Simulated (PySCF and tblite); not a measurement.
Values are calculated unless marked as measured or tabulated.
Molecule: C5H7NO, numbered as in [N:1]#[C:2][C@H:3]1[CH2:4][CH2:5][O:6][CH2:7]1; H named by carrier, a and b as here (phase angle P 144°, Å):

```
N1       2.757   -0.757   -0.527
C2       1.737   -0.674   -0.018
C3       0.444   -0.550    0.610
C4       0.023    0.927    0.682
C5      -0.678    1.094   -0.664
O6      -1.382   -0.114   -0.872
C7      -0.661   -1.175   -0.277
H3       0.491   -1.024    1.593
H4a     -0.682    1.073    1.501
H4b      0.868    1.602    0.804
H5a      0.063    1.245   -1.463
H5b     -1.403    1.907   -0.687
H7a     -0.227   -1.818   -1.054
H7b     -1.361   -1.769    0.318
```

The ring 3–4–5–6–7 is held at Altona–Sundaralingam phase angles P (ν_j = ν_max cos(P + 144°(j − 2)), ν_j about the bond from ring atom j to j + 1, counted from 0) and the rest relaxed at GFN2-xTB. Energies: revPBE/pcSseg-1 + D3(BJ). Couplings: B3LYP/6-31G* with H pcJ-1, gas phase, for ¹H. (tblite 0.8, PySCF 2.14.)

One held structure gave ³J(H3,H4b) = 7.7, ³J(H4b,H5b) = 2.9, ³J(H4a,H5a) = 7.6, ³J(H3,H7a) = 10.3, ³J(H4b,H5a) = 11.0, ³J(H3,H4a) = 13.3, ³J(H4a,H5b) = 10.5, ³J(H3,H7b) = 8.5 Hz.

Q: At which phase angle P was it held?
A. 0°
B. 72°
C. 144°
D. 288°
E. 216°

A: E. It lies 0.00 kcal/mol above the lowest point.
